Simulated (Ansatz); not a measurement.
Consider the ligand exchange at the Si–C bond: `O[SiH](O)C[SiH2]F` + `NCF` → `FCN[SiH2]F` + `C[SiH](O)O`.

Gas-phase electronic energies from Ansatz, PBE0-D4/def2-TZVP geometries. CCSD(T)/CBS adds triple-zeta CCSD(T) − MP2 to the extrapolated MP2 energy (def2 sets, frozen cores). Functionals use def2-TZVPP. B3LYP here is the variant with VWN-RPA as its local correlation; programs differ in this. One conformer a species, not always the lowest.

```tsv
level	ΔE (kcal/mol)
PBE-D4	-8.5
B2PLYP	-11.2
r2SCAN	-9.6
B3LYP	-11.5
HF/def2-TZVPP	-12.8
SCS-MP2/def2-TZVPP	-11.1
SCS-MP2/def2-QZVPP	-11.2
CCSD/CBS(def2)	-10.6
```

(1) What does CCSD(T)/CBS give? (Estimate.)

Largest T1 diagnostic among the species: 0.011.

## Answers

(1) The calculation gave: -10.2 kcal/mol. The listed levels differ from it by 1.7, -1.0, 0.6, -1.3, -2.6, -0.9, -1.0, -0.4 kcal/mol.

The D4 term adds +1.4 kcal/mol with B3LYP and +0.8 kcal/mol with PBE0; it sums over pairs of atoms, weighted by their polarisabilities, and B3LYP, whose exchange is more repulsive, gets the larger term. In def2-TZVPP, CCSD(T) changes the Hartree–Fock value by +2.5 kcal/mol (the triples alone add +0.4 kcal/mol) and MP2 by +2.2 kcal/mol.
